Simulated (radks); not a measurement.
Results of a calculation; reference values are marked as such.
Polarisability of the carbon ion C3+, [He] 2s1, at imaginary frequency. Level of theory: non-relativistic Kohn-Sham, PBE, spin-polarised, spherical densities, point nucleus; open shells are filled with parallel spins first (a radial shooting solver on a logarithmic mesh with Libxc functionals). Response by self-consistent Sternheimer equations with the Hartree and adiabatic LDA kernel.

| w (hartree) | alpha1(iw) (bohr^3) | alpha2(iw) (bohr^5) |
|---|---|---|
| 0.00266 | 2.905 | 1.678 |
| 0.0143 | 2.900 | 1.678 |
| 0.0360 | 2.872 | 1.677 |
| 0.0697 | 2.784 | 1.675 |
| 0.118 | 2.584 | 1.668 |
| 0.186 | 2.226 | 1.652 |
| 0.280 | 1.730 | 1.619 |
| 0.413 | 1.202 | 1.555 |
| 0.605 | 0.7597 | 1.435 |
| 0.892 | 0.4515 | 1.227 |
| 1.35 | 0.2562 | 0.9154 |
| 2.12 | 0.1357 | 0.5505 |
| 3.59 | 0.06349 | 0.2460 |
| 6.94 | 0.02465 | 0.07494 |
| 17.5 | 0.006431 | 0.01270 |

Static values: alpha1 = 2.905 bohr^3 (0.4305 angstrom^3; uncoupled 3.414), alpha2 = 1.678 bohr^5, alpha3 = 4.232 bohr^7. C6 = 2.241, C8 = 10.90, triple-dipole C9 = 4.728 atomic units. One-pole (London) frequency 4 C6 / (3 alpha1^2) = 0.354 hartree, against 2.120 for minus the highest occupied eigenvalue.
